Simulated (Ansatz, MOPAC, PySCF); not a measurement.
Complex: HF (SMILES F) (first 2 atoms) with HBr (SMILES Br); geometry from B3LYP-D3(BJ)/def2-TZVP, rigid monomers moved along the line of their centres of mass till F1···H4 is 3.73 Å.
(charge 0, multiplicity 1):
```xyz
4

F     -0.3622     0.1354     0.3694
H     -0.2203    -0.7743     0.2652
Br     0.1063     1.3186     5.3438
H     -0.0656     1.2072     3.9286
```

Monomers are frozen at their geometry in the pair; levels with a basis set take the counterpoise correction. Rows marked so take none.

Cores are frozen in the correlated methods. Filled d and f shells under p-block atoms count as core. CBS: X⁻³ extrapolation of the correlation energy, Hartree–Fock from the larger set. Rows in 3-21G, 6-31G*, STO-3G carry no dispersion term and start afresh at each structure (6-31G* with six Cartesian d functions); the Pople sets are all-electron and without relativity. MP2/6-31G* freezes PySCF's default core, which leaves 3d correlated. The state that PM6 reach isn't checked.

Codes used: Ansatz (an electronic-structure program); MOPAC for PM6 (differences of heats of formation); PySCF for 3-21G rows, 6-31G* rows, STO-3G rows, the dispersion terms. Each number belongs to the level named beside it.

Other levels give for the interaction energy: PBE/def2-TZVPPD -0.57; B3LYP/def2-TZVPPD -0.48; B3LYP-D3(BJ)/def2-TZVPPD -0.57; wB97M-V/def2-TZVPPD -0.61; CCSD(T)/CBS(aug-cc-pVTZ, aug-cc-pVQZ) -0.62 kcal/mol.

### Question
What do these common cheap choices give for the same quantity: PM6, HF/STO-3G (no counterpoise), HF/3-21G (no counterpoise), HF/6-31G* (no counterpoise), B3LYP/3-21G (no counterpoise), B3LYP/6-31G* (no counterpoise), MP2/6-31G*, MP2/6-31G* (no counterpoise)?

### Answer
PM6 -0.34; HF/STO-3G (no counterpoise) -0.30; HF/3-21G (no counterpoise) -0.61; HF/6-31G* (no counterpoise) -0.66; B3LYP/3-21G (no counterpoise) -0.55; B3LYP/6-31G* (no counterpoise) -0.62; MP2/6-31G* -0.66; MP2/6-31G* (no counterpoise) -0.71 kcal/mol. They span -0.71 to -0.30 kcal/mol.
